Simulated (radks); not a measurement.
Valence configurations of Ar III (all share [Ne]). All-electron calculation, scalar-relativistic Kohn-Sham, PBE, spin-polarised, spherical densities, point nucleus; open shells are filled with parallel spins first. Program: a radial shooting solver on a logarithmic mesh with Libxc functionals. Order these by energy: 3s1 3p5; 3p6; 3s0.5 3p5.5; 3s2 3p4; 3s1.5 3p4.5.

Answer. From the lowest, in eV above it: 3s2 3p4 0.000; 3s1.5 3p4.5 7.525; 3s1 3p5 15.050; 3s0.5 3p5.5 23.651; 3p6 31.596. NIST lists [Ne] 3s2 3p4 as the ground configuration; this level of theory agrees among the configurations tried. The energies are those of spherical high-spin densities, not of single terms.
